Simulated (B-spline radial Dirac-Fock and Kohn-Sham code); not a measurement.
# What relativity does to the binding energies of Hg⁵¹⁺

System: mercury as Hg⁵¹⁺ in the configuration 1s2 2s2 2p6 3s2 3p6 3d10 4s1.

Both columns are ΔSCF binding energies of the configuration average from a radial atomic solver: non-relativistic Hartree-Fock with a point nucleus, and Dirac-Fock with a finite nucleus and the Coulomb interaction alone, averaged over the two j levels with weights 2j+1.

```csv
shell,Hartree-Fock (eV),Dirac-Fock (eV),shift (eV),shift (%)
1s,78346.9,86433.3,+8086.40,+10.32
2s,15513.9,17724.3,+2210.40,+14.25
2p,15018.3,15792.1,+773.80,+5.15
3p,5410.7,5659.2,+248.52,+4.59
3d,5002.6,5014.2,+11.61,+0.23
4s,2835.1,3055.0,+219.90,+7.76
```

Relativity binds 1s, 2s, 2p, 3p, 3d, 4s more strongly, among those listed most of all 2s in relative terms.

Values without a named source are computed, but for edge energies of neutral atoms, which are taken from tables.
